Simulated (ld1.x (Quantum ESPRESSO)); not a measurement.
# Pseudopotential generation for Pb: PAW, Wu–Cohen, scalar-relativistic.

Input for ld1.x (Quantum ESPRESSO) 7.5:

```
&input
   title='Pb', zed=82., rel=1, dft='WC', iswitch=3,
   config='[Xe] 4f14 5d10 6s1.75 6p2.25',
   nld=3, rlderiv=2.70, eminld=-4.0, emaxld=5.0, deld=0.02
 /
 &inputp
   pseudotype=3, lpaw=.true., tm=.true., lloc=-1, rcloc=1.95,
   nlcc=.true., new_core_ps=.true., rcore=1.25,
   which_augfun='BESSEL', rmatch_augfun=0.90,
   file_pseudopw='Pb.UPF', file_wfcaegen='ae.wfc', file_wfcncgen='nc.wfc', file_beta='beta', file_chi='chi', file_wfcusgen='us.wfc'
 /
6
6S  1  0   1.75   0.00  1.55  2.05  0.0
6S  1  0   0.00   3.40  1.55  2.05  0.0
6P  2  1   2.25   0.00  2.10  2.50  0.0
6P  2  1   0.00   0.60  2.10  2.50  0.0
5D  3  2  10.00   0.00  1.20  1.55  0.0
5D  3  2   0.00   0.15  1.20  1.55  0.0
 &test
   configts(1)='5d10 6s1.75 6p2.25'
 /
```

Command:

```bash
ld1.x < Pb.in > Pb.out
```

Resulting log (shortened: banner, matrices, multipoles, cross overlaps and the repeated all-electron block are left out):

```
Program LD1 v.7.5
     --------------------------- All-electron run ----------------------------

     Pb
     scalar relativistic calculation

     atomic number is 82.00
     dft =WC   lsd =0 sic =0 latt =0  beta=0.20 tr2=1.0E-14
     Exchange-correlation= WC
                           (   1   4  11   4   0   0   0)
     mesh =1281 r(mesh) =  98.81810 a.u. xmin = -7.00 dx = 0.01250
     1 Ry =  13.60569312 eV, c = 137.03599908

     n l     nl                  e(Ry)          e(Ha)          e(eV)
     1 0     1S 1( 2.00)     -6477.5721     -3238.7860    -88131.8579
     2 0     2S 1( 2.00)     -1158.5853      -579.2927    -15763.3566
     2 1     2P 1( 6.00)      -993.7220      -496.8610    -13520.2762
     3 0     3S 1( 2.00)      -278.1352      -139.0676     -3784.2218
     3 1     3P 1( 6.00)      -230.8746      -115.4373     -3141.2089
     4 0     4S 1( 2.00)       -62.9826       -31.4913      -856.9215
     4 1     4P 1( 6.00)       -47.4968       -23.7484      -646.2269
     3 2     3D 1(10.00)      -182.6899       -91.3449     -2485.6222
     5 0     5S 1( 2.00)       -10.6309        -5.3155      -144.6413
     5 1     5P 1( 6.00)        -6.3399        -3.1699       -86.2587
     4 2     4D 1(10.00)       -29.5821       -14.7911      -402.4855
     4 3     4F 1(14.00)        -9.8033        -4.9016      -133.3801
     5 2     5D 1(10.00)        -1.5845        -0.7922       -21.5579
     6 0     6S 1( 1.75)        -0.9105        -0.4552       -12.3875
     6 1     6P 1( 2.25)        -0.2719        -0.1360        -3.6999

     final scf error:  3.9E-15 reached in  29 iterations

     Etot =  -41760.986811 Ry,  -20880.493405 Ha, -568187.171059 eV

     Ekin =   47217.148619 Ry,   23608.574309 Ha,  642422.034253 eV
     Encl = -104285.373194 Ry,  -52142.686597 Ha,-1418874.784896 eV
     Eh   =   16077.296219 Ry,    8038.648109 Ha,  218742.758603 eV
     Exc  =    -770.058455 Ry,    -385.029227 Ha,  -10477.179019 eV

     normalization and overlap integrals

     s(1S/1S) =  1.000000  <r> =   0.0160  <r2> =    0.0004  r(max) =   0.0099
     s(2S/2S) =  1.000000  <r> =   0.0676  <r2> =    0.0054  r(max) =   0.0575
     s(2P/2P) =  1.000000  <r> =   0.0614  <r2> =    0.0046  r(max) =   0.0476
     s(3S/3S) =  1.000000  <r> =   0.1745  <r2> =    0.0349  r(max) =   0.1601
     s(3P/3P) =  1.000000  <r> =   0.1765  <r2> =    0.0361  r(max) =   0.1622
     s(4S/4S) =  1.000000  <r> =   0.3842  <r2> =    0.1666  r(max) =   0.3609
     s(4P/4P) =  1.000000  <r> =   0.4100  <r2> =    0.1910  r(max) =   0.3842
     s(3D/3D) =  1.000000  <r> =   0.1599  <r2> =    0.0299  r(max) =   0.1311
     s(5S/5S) =  1.000000  <r> =   0.8530  <r2> =    0.8153  r(max) =   0.7932
     s(5P/5P) =  1.000000  <r> =   0.9766  <r2> =    1.0761  r(max) =   0.8766
     s(4D/4D) =  1.000000  <r> =   0.4310  <r2> =    0.2144  r(max) =   0.3890
     s(4F/4F) =  1.000000  <r> =   0.4539  <r2> =    0.2467  r(max) =   0.3476
     s(5D/5D) =  1.000000  <r> =   1.3044  <r2> =    1.9840  r(max) =   1.0707
     s(6S/6S) =  1.000000  <r> =   2.2992  <r2> =    6.0033  r(max) =   1.9509
     s(6P/6P) =  1.000000  <r> =   3.2998  <r2> =   12.6946  r(max) =   2.6334

     ------------------------ End of All-electron run ------------------------

     --------------------- Generating PAW atomic setup --------------------

      Generating local potential from pseudized AE potential:
      Matching radius rcloc =   1.9500

      Local pseudo, rcloc= 1.951 Estimated cut-off energy=     6.61 Ry

      Computing core charge for nlcc:

       r > 1.26 : true rho core
      Core charge pseudized with two Bessel functions
      Integrated core pseudo-charge :  15.15
      Wfc-us  6S rcutus= 2.051  Estimated cut-off energy=    10.77 Ry
      Wfc-us  6S rcutus= 2.051  Estimated cut-off energy=    19.29 Ry
      Wfc-us  6P rcutus= 2.505  Estimated cut-off energy=    11.81 Ry
      Wfc-us  6P rcutus= 2.505  Estimated cut-off energy=    13.28 Ry
      Wfc-us  5D rcutus= 1.558  Estimated cut-off energy=    48.18 Ry
      Wfc-us  5D rcutus= 1.558  Estimated cut-off energy=    58.29 Ry

     Required augmentation: BESSEL   radius:    0.900000
     Suggested rho cutoff for augmentation: 119.87 Ry

     Estimated PAW energy = -867.440701 Ryd

     ------------------- End of pseudopotential generation -------------------

     Computing logarithmic derivative in   2.68331
     Computing logarithmic derivative in   2.68331
     Computing the partial wave expansion
     R is outside the sphere for l=    0 j= 0.00
     R is outside the sphere for l=    0 j= 0.00
     R is outside the sphere for l=    1 j= 0.00
     R is outside the sphere for l=    1 j= 0.00
     R is outside the sphere for l=    2 j= 0.00
     R is outside the sphere for l=    2 j= 0.00

     ---------------------- Testing the pseudopotential ----------------------

     Pb
     scalar relativistic calculation

     atomic number is 82.00   valence charge is 14.00
     dft = SLA  PW   WCX  PBC   lsd =0 sic =0 latt =0  beta=0.20 tr2=1.0E-14
     mesh =1281 r(mesh) =  98.81810 xmin = -7.00 dx = 0.01250

     n l     nl             e AE (Ry)        e PS (Ry)    De AE-PS (Ry)
     3 2     5D   1(10.00)       -1.58448       -1.58448        0.00001
     1 0     6S   1( 1.75)       -0.91047       -0.91047        0.00000
     2 1     6P   1( 2.25)       -0.27194       -0.27194        0.00000

     eps = 4.4E-16  iter =  4

     Etot =  -41760.986811 Ry,  -20880.493405 Ha, -568187.171059 eV
     Etotps =  -867.440728 Ry,    -433.720364 Ha,  -11802.132353 eV

     Ekin =     259.766992 Ry,     129.883496 Ha,    3534.309970 eV
     Encl =    -463.723035 Ry,    -231.861518 Ha,   -6309.273311 eV
     Ehrt =     106.573757 Ry,      53.286879 Ha,    1450.009836 eV
     Ecxc =    -770.058442 Ry,    -385.029221 Ha,  -10477.178848 eV
     (Ecc =     -32.438369 Ry,     -16.219184 Ha,    -441.346487 eV)

     ---------------------- End of pseudopotential test ----------------------
```

Generation and configuration tests took about 2.8 s on one core of a shared server CPU.

Transferability test of the new file with ld1.x, input:

```
&input
   title='Pb', zed=82., rel=1, dft='WC', iswitch=2,
   config='[Xe] 4f14 5d10 6s1.75 6p2.25'
 /
 &test
   file_pseudo='Pb.UPF', nconf=8,
   configts(1)='5d10 6s1.75 6p2.25',
   configts(2)='5d10 6s2 6p2',
   configts(3)='5d10 6s2 6p1',
   configts(4)='5d10 6s2 6p0',
   configts(5)='5d10 6s0 6p4',
   configts(6)='5d10 6s1 6p2',
   configts(7)='5d10 6s0 6p0',
   configts(8)='5d9 6s2 6p2'
 /
```

```bash
ld1.x < Pb.test.in > Pb.test.out
```

Pseudopotential blocks of its output, shortened (energy terms left out):

```
     ---------------------- Testing the pseudopotential ----------------------

     n l     nl             e AE (Ry)        e PS (Ry)    De AE-PS (Ry)
     3 2     5D   1(10.00)       -1.58448       -1.58448        0.00001
     1 0     6S   1( 1.75)       -0.91047       -0.91047        0.00000
     2 1     6P   1( 2.25)       -0.27194       -0.27194        0.00000

     eps = 4.5E-16  iter =  4

     Etot =  -41760.986811 Ry,  -20880.493405 Ha, -568187.171059 eV
     Etotps =  -867.440728 Ry,    -433.720364 Ha,  -11802.132353 eV

     ---------------------- End of pseudopotential test ----------------------

          ---------------------- Testing the pseudopotential ----------------------

     n l     nl             e AE (Ry)        e PS (Ry)    De AE-PS (Ry)
     3 2     5D   1(10.00)       -1.55224       -1.55208       -0.00017
     1 0     6S   1( 2.00)       -0.88910       -0.88915        0.00005
     2 1     6P   1( 2.00)       -0.25760       -0.25759       -0.00001

     eps = 2.5E-15  iter =  9

     Etot =  -41761.145539 Ry,  -20880.572769 Ha, -568189.330664 eV
     Etotps =  -867.599500 Ry,    -433.799750 Ha,  -11804.292548 eV
     dEtot_ae =      -0.158728 Ry
     dEtot_ps =      -0.158771 Ry,   Delta E=       0.000043 Ry

     ---------------------- End of pseudopotential test ----------------------

          ---------------------- Testing the pseudopotential ----------------------

     n l     nl             e AE (Ry)        e PS (Ry)    De AE-PS (Ry)
     3 2     5D   1(10.00)       -2.12027       -2.12065        0.00038
     1 0     6S   1( 2.00)       -1.42097       -1.42087       -0.00010
     2 1     6P   1( 1.00)       -0.72570       -0.72549       -0.00021

     eps = 4.5E-15  iter =  9

     Etot =  -41760.661029 Ry,  -20880.330514 Ha, -568182.738574 eV
     Etotps =  -867.114868 Ry,    -433.557434 Ha,  -11797.698796 eV
     dEtot_ae =       0.325782 Ry
     dEtot_ps =       0.325860 Ry,   Delta E=      -0.000079 Ry

     ---------------------- End of pseudopotential test ----------------------

          ---------------------- Testing the pseudopotential ----------------------

     n l     nl             e AE (Ry)        e PS (Ry)    De AE-PS (Ry)
     3 2     5D   1(10.00)       -2.78382       -2.78524        0.00142
     1 0     6S   1( 2.00)       -2.02487       -2.02425       -0.00062
     2 1     6P   1( 0.00)       -1.26105       -1.26014       -0.00091

     eps = 6.3E-15  iter = 14

     Etot =  -41759.672680 Ry,  -20879.836340 Ha, -568169.291396 eV
     Etotps =  -866.126577 Ry,    -433.063289 Ha,  -11784.252415 eV
     dEtot_ae =       1.314131 Ry
     dEtot_ps =       1.314151 Ry,   Delta E=      -0.000020 Ry

     ---------------------- End of pseudopotential test ----------------------

          ---------------------- Testing the pseudopotential ----------------------

     n l     nl             e AE (Ry)        e PS (Ry)    De AE-PS (Ry)
     3 2     5D   1(10.00)       -1.79332       -1.79310       -0.00022
     1 0     6S   1( 0.00)       -1.04499       -1.04504        0.00004
     2 1     6P   1( 4.00)       -0.36069       -0.36080        0.00012

     eps = 9.9E-16  iter = 12

     Etot =  -41759.828772 Ry,  -20879.914386 Ha, -568171.415146 eV
     Etotps =  -866.282517 Ry,    -433.141259 Ha,  -11786.374085 eV
     dEtot_ae =       1.158038 Ry
     dEtot_ps =       1.158211 Ry,   Delta E=      -0.000173 Ry

     ---------------------- End of pseudopotential test ----------------------

          ---------------------- Testing the pseudopotential ----------------------

     n l     nl             e AE (Ry)        e PS (Ry)    De AE-PS (Ry)
     3 2     5D   1(10.00)       -2.24658       -2.24747        0.00089
     1 0     6S   1( 1.00)       -1.50630       -1.50626       -0.00004
     2 1     6P   1( 2.00)       -0.79046       -0.79038       -0.00007

     eps = 3.1E-15  iter = 11

     Etot =  -41759.955475 Ry,  -20879.977737 Ha, -568173.139018 eV
     Etotps =  -866.409086 Ry,    -433.204543 Ha,  -11788.096145 eV
     dEtot_ae =       1.031336 Ry
     dEtot_ps =       1.031642 Ry,   Delta E=      -0.000306 Ry

     ---------------------- End of pseudopotential test ----------------------

          ---------------------- Testing the pseudopotential ----------------------

     n l     nl             e AE (Ry)        e PS (Ry)    De AE-PS (Ry)
     3 2     5D   1(10.00)       -4.53500       -4.54233        0.00733  !
     1 0     6S   1( 0.00)       -3.52956       -3.53252        0.00296
     2 1     6P   1( 0.00)       -2.60164       -2.60085       -0.00079

     eps = 8.7E-15  iter = 11

     Etot =  -41754.141965 Ry,  -20877.070982 Ha, -568094.042190 eV
     Etotps =  -860.593386 Ry,    -430.296693 Ha,  -11708.969514 eV
     dEtot_ae =       6.844846 Ry
     dEtot_ps =       6.847342 Ry,   Delta E=      -0.002497 Ry

     ---------------------- End of pseudopotential test ----------------------
```

The test run then stopped with an error in new_paw_hamiltonian: “negative rho”.
